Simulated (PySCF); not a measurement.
## [Pr(H2O)]3+ at several levels of theory

Computed with PySCF 2.14.0 (density fitting, no spin-orbit coupling) at the geometry relaxed with B3LYP:

```xyz
4
[Pr(H2O)]3+ (singlet in the valence; each metal's 4f electrons, 2 of them, lie in its core potential, out of spins and levels)
Pr    0.0000    0.0000   -0.1355
O     0.0000    0.0000    2.1608
H     0.7804    0.0000    2.7903
H    -0.7804    0.0000    2.7903
```

```csv
level,basis,state,HOMO (eV),gap (eV),charge on Pr1 (e),population of f-type functions on Pr1 (polarisation alone where 4f lies in the core),dipole about the centre of mass (D),largest force component (eV/Å)
B3LYP,"Pr lcecp-1-SVP with ECP48, O def2-SVP, H def2-SVP",singlet,-27.08,6.58,2.58,0.02,2.62,0.01
B3LYP,"Pr lcecp-1-TZVP with ECP48, O def2-TZVP, H def2-TZVP",singlet,-27.11,6.64,2.66,0.03,2.65,0.28
```

In the lcecp rows the 4f levels are missing from HOMO and gap, and the state counts the valence alone.

Charges are Mulliken's, which hang on the basis. The relaxation used the grid (50, 194), these runs (75, 302) or, all-electron (x2c bases, spin-free X2C Hamiltonian), (99, 590).

**Question.** Order these levels, in the first row's basis, by the HOMO–LUMO gap they give here, smallest first.
A. BP86
B. revPBE
C. TPSSh
D. r2SCAN

**Answer.** B (4.58 eV), A (4.74 eV), D (5.53 eV), C (5.88 eV).

**Question.** And their other results?

**Answer.** 
| level | state | HOMO (eV) | gap (eV) | charge on Pr1 (e) | population of f-type functions on Pr1 (polarisation alone where 4f lies in the core) | dipole about the centre of mass (D) | largest force component (eV/Å) |
| --- | --- | --- | --- | --- | --- | --- | --- |
| revPBE | singlet | -25.70 | 4.58 | 2.54 | 0.02 | 2.88 | 0.26 |
| BP86 | singlet | -25.85 | 4.74 | 2.54 | 0.02 | 2.89 | 0.49 |
| r2SCAN | singlet | -26.00 | 5.53 | 2.59 | 0.02 | 2.61 | 0.05 |
| TPSSh | singlet | -26.41 | 5.88 | 2.58 | 0.02 | 2.65 | 0.10 |

In the first row's basis the gap widens with exact exchange: 4.6 to 5.5 eV for revPBE, BP86, r2SCAN (none); 5.9 to 6.6 eV for TPSSh, B3LYP (a fixed share).

An lcecp potential fixes the number of 4f electrons, so in runs with it no electron can move into or out of that shell.
